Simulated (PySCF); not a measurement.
C5H10ClNO.
SMILES: `CNC(=O)CCCCl`

A PySCF run (density fitting, gas phase, GFN2-xTB geometry) gave HOMO -10.76 eV, LUMO 3.98 eV, dipole 2.64 D and E = -783.918 Eh.

Task: Which of these levels was it?
A. PBE0/def2-SVPD
B. HF/pcSseg-1
C. BLYP/STO-3G
D. PBE0/pcSseg-1

Result: B. It is HF/pcSseg-1. All candidates on this geometry:

```json
{"level and settings": "BLYP/STO-3G", "kind": "GGA", "basis functions": "54", "SCF cycles": "15", "E (Eh)": "-777.3283", "HOMO (eV)": "-1.90", "LUMO (eV)": "3.20", "dipole (D)": "1.87"}
{"level and settings": "PBE0/def2-SVPD", "kind": "global hybrid", "basis functions": "250", "SCF cycles": "14", "E (Eh)": "-785.8734", "HOMO (eV)": "-7.53", "LUMO (eV)": "0.40", "dipole (D)": "2.60"}
{"level and settings": "PBE0/pcSseg-1", "kind": "global hybrid", "basis functions": "193", "SCF cycles": "14", "E (Eh)": "-786.1682", "HOMO (eV)": "-7.44", "LUMO (eV)": "0.75", "dipole (D)": "2.58"}
{"level and settings": "HF/pcSseg-1, energy threshold 1e-11 Eh, start guess sap", "kind": "Hartree–Fock", "basis functions": "193", "SCF cycles": "19", "E (Eh)": "-783.9182", "HOMO (eV)": "-10.76", "LUMO (eV)": "3.98", "dipole (D)": "2.64"}
```

The nearest other candidate, by the summed differences of HOMO and LUMO, is PBE0/pcSseg-1: its HOMO differs by +3.32 eV and its LUMO by -3.23 eV. Cycle counts include a coarse-grid stage where the run had one.

The values belong to the conformer `[CH3:1][NH:2][C:3](=[O:4])[CH2:5][CH2:6][CH2:7][Cl:8]`: C1–N2–C3–O4 0°, N2–C3–C5–C6 -156°, C3–C5–C6–C7 67°, C5–C6–C7–Cl8 63°.
